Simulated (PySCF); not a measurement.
## Basis-set dependence of excited states

C3H11PSi2.
SMILES: `C=C(C)[SiH2]P[SiH3]`

TDDFT with PBE0 (PySCF), vertical singlets, core orbitals frozen in the response, spherical d and f functions. Isolated species at its PBE0-D3(BJ)/def2-SVP geometry (one conformer only).

| basis | functions | diffuse | S1 (eV) | S2 (eV) | S3 (eV) | S4 (eV) | S5 (eV) | LUMO (eV) | α (au) |
| --- | --- | --- | --- | --- | --- | --- | --- | --- | --- |
| 6-31G* | 118 | no | 6.00 | 6.20 | 6.55 | 6.64 | 6.88 | -0.17 | 102.7 |
| 6-31+G* | 142 | yes | 5.72 | 5.95 | 6.19 | 6.30 | 6.45 | -0.54 | 114.4 |
| def2-SVP | 151 | no | 5.91 | 6.23 | 6.64 | 6.76 | 6.79 | -0.33 | 107.1 |
| aug-cc-pVDZ | 249 | yes | 5.64 | 5.89 | 6.06 | 6.22 | 6.39 | -0.59 | 124.7 |
| def2-TZVP | 270 | no | 5.71 | 5.94 | 6.34 | 6.44 | 6.52 | -0.51 | 118.6 |

Question: Compare the sets with the largest diffuse one.

Answer: States are compared by their number. Against the largest diffuse basis here (aug-cc-pVDZ, itself not a converged limit), sets without diffuse functions differ by up to 0.37 eV in S1 and 0.49 eV in S5; the smaller diffuse sets differ by up to 0.08 and 0.05 eV. State by state, the largest deviation of a set without diffuse functions is S1 0.37, S2 0.33, S3 0.58, S4 0.54, S5 0.49 eV. The same number needn't mean the same state in each row. Against aug-cc-pVDZ the polarisability deviates by -18% in 6-31G*, -8% in 6-31+G*, -14% in def2-SVP, -5% in def2-TZVP. A single + in a Pople set puts diffuse functions on heavy atoms only.
